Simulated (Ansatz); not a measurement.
Two members of one family (Same ligands, another metal) that differ in charge, which shifts all levels, computed with Ansatz in the gas phase; def2 core potentials for Ce, no spin–orbit coupling. The two geometries come from different levels. HOMO and LUMO are taken over both spins. With an open 4f shell the SCF may have ended above the lowest state. The spins of the ions were chosen, not always searched. Names give formal oxidation states. A dash marks a value that wasn't run or was left out as unsound. The structures are stationary points that may keep the symmetry of their start. Remarks come from the PBE and PBE0 runs and from stability tests at other levels; not every state was tested. HOMO above LUMO (over both spins in singlets and doublets, within one spin in higher multiplets; at PBE or PBE0), or a gap under 0.15 eV within one spin, warns that the state may not be the lowest or that an electron is smeared out.

First: [Co(H2O)6]2+ (quartet, charge 2, r2SCAN-D4/def2-SVP geometry; oxidised ion quintet).

```
atom   x (Å)   y (Å)   z (Å)
 Co1  -0.001  -0.002   0.001
  O2  -1.424  -1.508   0.239
  H3  -2.304  -1.389   0.628
  H4  -1.402  -2.408  -0.124
  O5   1.422   1.506  -0.239
  H6   2.305   1.388  -0.625
  H7   1.403   2.404   0.130
  O8   1.056  -0.910   1.552
  H9   0.698  -1.583   2.153
 H10   1.930  -0.670   1.898
 O11  -1.054   0.910  -1.551
 H12  -1.928   0.677  -1.904
 H13  -0.689   1.587  -2.144
 O14  -1.151   1.146   1.308
 H15  -1.165   1.115   2.277
 H16  -1.696   1.905   1.048
 O17   1.148  -1.147  -1.309
 H18   1.154  -1.115  -2.280
 H19   1.697  -1.907  -1.057
```

```tsv
level	HOMO (eV)	LUMO (eV)	gap (eV)	vertical IE (eV)
PBE-D4/def2-SVP	-13.04	-12.14	0.90	–
PBE-D4/def2-TZVP	-13.54	-12.67	0.87	17.36
r2SCAN-D4/def2-TZVP	-13.99	-11.96	2.03	17.71
PBE0-D4/def2-SVP	-15.80	-9.57	6.24	–
PBE0-D4/def2-TZVP	-16.11	-10.02	6.09	18.33
```

Metal–donor distances: 6 × O 2.08 to 2.09 Å. Remarks: spin-contaminated (⟨S²⟩ up to 1.40) (doublet), gap within one spin near zero at PBE or PBE0 (+3 quintet).

Second: [Ce(H2O)6]3+ (doublet, charge 3, PBE-D4/def2-SVP geometry; oxidised ion singlet).

```xyz
19

Ce   -0.0007    0.0021   -0.0025
O     1.1606   -1.8145   -1.1770
H     2.0742   -1.8142   -1.5477
H     0.8236   -2.7170   -1.3890
O    -1.1573    1.8153    1.1814
H    -0.8191    2.7171    1.3961
H    -2.0702    1.8151    1.5552
O    -0.8768    0.8305   -2.1409
H    -0.7302    0.4614   -3.0448
H    -1.4586    1.6113   -2.3019
O     0.8704   -0.8274    2.1378
H     1.4535   -1.6063    2.2987
H     0.7183   -0.4611    3.0411
O     1.9789    1.4294   -0.2619
H     2.7524    1.5187    0.3444
H     2.1911    2.0499   -0.9999
O    -1.9758   -1.4327    0.2597
H    -2.1878   -2.0486    1.0011
H    -2.7465   -1.5291   -0.3496
```

Q: Estimate the same table for the second.

A: 
```csv
level,HOMO (eV),LUMO (eV),gap (eV),vertical IE (eV)
PBE-D4/def2-SVP,-17.10,-16.35,0.76,–
PBE-D4/def2-TZVP,-17.34,-16.58,0.76,21.57
r2SCAN-D4/def2-TZVP,-17.44,-15.97,1.47,–
PBE0-D4/def2-SVP,-20.07,-13.96,6.11,–
PBE0-D4/def2-TZVP,-20.23,-14.13,6.11,22.91
```

Metal–donor distances: 6 × O 2.45 to 2.46 Å.
